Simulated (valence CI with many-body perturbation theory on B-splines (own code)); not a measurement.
Se20+: electric-dipole lines

Calculated by configuration interaction combined with many-body perturbation theory (CI+MBPT): four valence electrons over a frozen Dirac-Fock core [Ne], radial functions for each j: 11 s, 11 p, 10 d, 8 f, 5 g, 2 h, with the one-electron correlation potential Σ1, the two-electron term Σ2, the three-electron term Σ3, Breit, model QED; selected CI, second order for the rest, scaled by the run's own slope (own B-spline code, finite nucleus).

No measured levels were compared; by estimate levels of excited configurations hold to 0.05 to 0.15 % of their energy, terms of the ground configuration to about 0.5 %. Among the levels kept, up to 790 cm⁻¹ of a level comes from second order outside the variational space, and about a tenth of that is noise between levels of different J, which matters for small intervals.

Lines 51 to 100 of 573 in falling wavelength, among levels below 244.35 eV, chosen from the strongest by gf and those to the six lowest levels. Wavelengths and rates use the calculated energies, so an error of 300 cm⁻¹ moves a line at 200.5 Å by 0.06 % and its rate by three times that or more. Electric multipoles are in the length gauge, E1 and E2 with the static RPA response of the core. Weak lines are less certain than strong ones. Lines between different terms over intervals too small for the method are left out, as are lines whose strength nearly cancels. Where a level lies close to another of its J and parity, the split of strength between their lines is uncertain. The highest levels of a list are the least certain.

Names give the largest LS component (configuration and term), which can be under half, so a name can repeat, a term be missing and a line seem to break the LS rules; names also repeat where a configuration has a term twice. Letters in brackets count levels of one name in rising energy.

| λ vac (Å) | Upper | Lower | A (s⁻¹) | S (a.u.) |
| --- | --- | --- | --- | --- |
| 200.5 | 3s 3p2 3d 3G_5 | 3s2 3p 3d 3F°_4 | 1.35e+10 | 5.90e-01 |
| 200.4 | 3s 3p2 3d 1G_4 | 3s2 3p 3d 3F°_4 | 1.77e+09 | 6.33e-02 |
| 200.3 | 3s 3p 3d2 5D°_4 [a] | 3s 3p2 3d 3D_3 [b] | 2.03e+09 | 7.24e-02 |
| 199.6 | 3p4 3P_2 | 3s 3p3 3D°_2 | 3.22e+09 | 6.33e-02 |
| 198.4 | 3p3 3d 5D°_3 | 3s 3p2 3d 3F_4 [a] | 7.76e+09 | 2.09e-01 |
| 198.2 | 3p3 3d 3F°_4 [b] | 3s 3p2 3d 3F_4 [b] | 3.58e+09 | 1.24e-01 |
| 197.8 | 3s2 3p 3d 1D°_2 | 3s2 3p2 1D_2 | 7.17e+09 | 1.37e-01 |
| 197.5 | 3s 3p3 3D°_1 | 3s2 3p2 3P_0 | 5.43e+09 | 6.19e-02 |
| 197.4 | 3p3 3d 3F°_4 [a] | 3s 3p2 3d 3F_4 [a] | 7.00e+09 | 2.39e-01 |
| 196.7 | 3p3 3d 5D°_3 | 3s 3p2 3d 5P_2 | 3.25e+09 | 8.54e-02 |
| 196.3 | 3p3 3d 1G°_4 | 3s 3p2 3d 3G_3 | 3.48e+09 | 1.17e-01 |
| 196.1 | 3s 3p2 3d 3D_3 [b] | 3s2 3p 3d 3D°_2 | 4.11e+09 | 1.07e-01 |
| 193.8 | 3s 3p 3d2 3D°_3 | 3s 3p2 3d 3D_3 [d] | 3.47e+09 | 8.72e-02 |
| 193.6 | 3p3 3d 3D°_2 [a] | 3s 3p2 3d 3F_3 [a] | 4.81e+09 | 8.61e-02 |
| 193.3 | 3p3 3d 5D°_3 | 3s 3p2 3d 5P_3 | 5.01e+09 | 1.25e-01 |
| 193.3 | 3s 3p 3d2 5F°_3 [b] | 3s 3p2 3d 3F_4 [b] | 2.52e+09 | 6.29e-02 |
| 192.1 | 3p3 3d 3P°_2 [a] | 3s 3p2 3d 3D_3 [a] | 6.63e+09 | 1.16e-01 |
| 191.6 | 3s 3p3 3P°_1 | 3s2 3p2 3P_2 | 7.50e+08 | 7.81e-03 |
| 191.3 | 3s 3p3 3P°_2 | 3s2 3p2 3P_2 | 8.97e+09 | 1.55e-01 |
| 191.0 | 3p3 3d 3F°_3 [a] | 3s 3p2 3d 5D_4 | 8.63e+09 | 2.08e-01 |
| 190.8 | 3s 3p 3d2 3H°_5 | 3s 3p2 3d 3F_4 [c] | 1.94e+09 | 7.31e-02 |
| 190.7 | 3p3 3d 3F°_2 [a] | 3s 3p2 3d 5D_3 | 4.92e+09 | 8.42e-02 |
| 190.4 | 3p3 3d 3D°_3 [a] | 3s 3p2 3d 3F_3 [a] | 4.14e+09 | 9.87e-02 |
| 189.5 | 3s 3p2 3d 3G_4 | 3s2 3p 3d 3F°_3 | 1.62e+10 | 4.88e-01 |
| 189.5 | 3p3 3d 1F°_3 [a] | 3s 3p2 3d 3F_2 [b] | 2.53e+09 | 5.95e-02 |
| 189.2 | 3p3 3d 3F°_2 [b] | 3s 3p2 3d 3D_2 [b] | 4.95e+09 | 8.27e-02 |
| 187.5 | 3p3 3d 3F°_3 [b] | 3s 3p2 3d 1F_3 [a] | 4.48e+09 | 1.02e-01 |
| 186.6 | 3p3 3d 3D°_2 [c] | 3s 3p2 3d 1D_2 [a] | 7.01e+09 | 1.12e-01 |
| 186.0 | 3p3 3d 3G°_5 | 3s 3p2 3d 3F_4 [a] | 3.74e+09 | 1.31e-01 |
| 185.7 | 3s 3p3 3P°_0 | 3s2 3p2 3P_1 | 1.03e+10 | 3.27e-02 |
| 185.7 | 3s 3p2 3d 3G_3 | 3s2 3p 3d 3F°_2 | 1.37e+10 | 3.04e-01 |
| 184.8 | 3s 3p 3d2 3F°_3 | 3s 3p2 3d 3F_3 [c] | 3.90e+09 | 8.51e-02 |
| 184.2 | 3p3 3d 3D°_3 [b] | 3s 3p2 3d 1G_4 | 2.98e+09 | 6.43e-02 |
| 183.6 | 3s 3p3 3P°_1 | 3s2 3p2 3P_1 | 8.08e+09 | 7.40e-02 |
| 183.5 | 3p3 3d 5D°_4 | 3s 3p2 3d 5D_4 | 1.10e+10 | 3.03e-01 |
| 183.3 | 3s 3p2 3d 3D_2 [a] | 3s2 3p 3d 3F°_2 | 7.03e+09 | 1.07e-01 |
| 183.3 | 3s 3p2 3d 3F_4 [c] | 3s2 3p 3d 3D°_3 | 1.88e+10 | 5.14e-01 |
| 183.3 | 3s 3p3 3P°_2 | 3s2 3p2 3P_1 | 3.93e+07 | 5.97e-04 |
| 182.8 | 3p3 3d 3F°_2 [b] | 3s 3p2 3d 3D_1 [a] | 6.40e+09 | 9.64e-02 |
| 182.7 | 3s 3p2 3d 3D_2 [d] | 3s2 3p 3d 3D°_1 | 9.54e+09 | 1.44e-01 |
| 182.6 | 3p3 3d 5D°_4 | 3s 3p2 3d 5F_5 | 1.64e+10 | 4.45e-01 |
| 181.1 | 3p3 3d 3F°_3 [a] | 3s 3p2 3d 5F_4 | 4.45e+09 | 9.13e-02 |
| 181.0 | 3s 3p2 3d 1F_3 [a] | 3s2 3p 3d 3F°_3 | 3.75e+09 | 7.67e-02 |
| 180.1 | 3s 3p3 3S°_1 | 3s2 3p2 1D_2 | 4.99e+07 | 4.31e-04 |
| 179.5 | 3p3 3d 5D°_1 | 3s 3p2 3d 5D_2 | 1.31e+10 | 1.12e-01 |
| 179.4 | 3p3 3d 3D°_3 [a] | 3s 3p2 3d 5D_4 | 3.53e+09 | 7.05e-02 |
| 179.1 | 3p3 3d 3F°_3 [b] | 3s 3p2 3d 3G_4 | 1.26e+10 | 2.51e-01 |
| 179.1 | 3p3 3d 5D°_4 | 3s 3p2 3d 5D_3 | 2.89e+09 | 7.37e-02 |
| 179.1 | 3s 3p2 3d 3F_2 [b] | 3s2 3p 3d 3D°_1 | 1.11e+10 | 1.58e-01 |
| 179.1 | 3s 3p 3d2 3F°_3 | 3s 3p2 3d 3P_2 [b] | 3.84e+09 | 7.62e-02 |
